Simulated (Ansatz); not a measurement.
Relaxation of CH$_{4}$NSb (7 atoms, charge 0, multiplicity 1), to a largest force component of 0.015 eV/Å in at most 40 steps.

These are results of RKS PBE0-D4/def2-SVP in Ansatz 0.2.0, not measurements.

```xyz
7
Properties=species:S:1:pos:R:3
C -0.854 -0.485 -0.690
N -0.465 -0.915 0.405
Sb 1.063 0.016 1.417
H -1.640 -0.931 -1.220
H -0.469 0.451 -1.150
H 0.355 1.616 1.233
H 2.071 0.181 -0.040
```

Problem. Where does it end, and by what steps?

Solution. It converged. After 12 steps the energy has fallen by 0.255 eV; H5 moved furthest, 0.90 Å.

```
step  energy less start (eV)  largest force component (eV/Å)  accepted
   0                  0.0000                           2.208       yes
   1                  0.2219                           2.846        no
   2                 -0.0861                           1.411       yes
   3                 -0.1120                           0.855       yes
   4                 -0.1573                           0.477       yes
   5                 -0.1639                           0.602       yes
   6                 -0.2162                           0.489       yes
   7                 -0.2210                           0.637       yes
   8                 -0.2436                           0.305       yes
   9                 -0.2535                           0.125       yes
  10                 -0.2541                           0.174       yes
  11                 -0.2548                           0.016       yes
  12                 -0.2549                           0.005       yes
```

```xyz
7
Properties=species:S:1:pos:R:3
C -0.999 -0.434 -0.687
N -0.134 -0.988 0.045
Sb 0.959 0.124 1.435
H -1.591 -1.057 -1.386
H -1.235 0.652 -0.714
H 0.652 1.675 0.730
H 2.408 -0.040 0.530
```

Whether the end is a true minimum wasn't checked by a vibrational analysis.

Run time: 89 s on 1 thread of AMD EPYC (Zen 3) (shared host), peak memory 0.19 GiB.
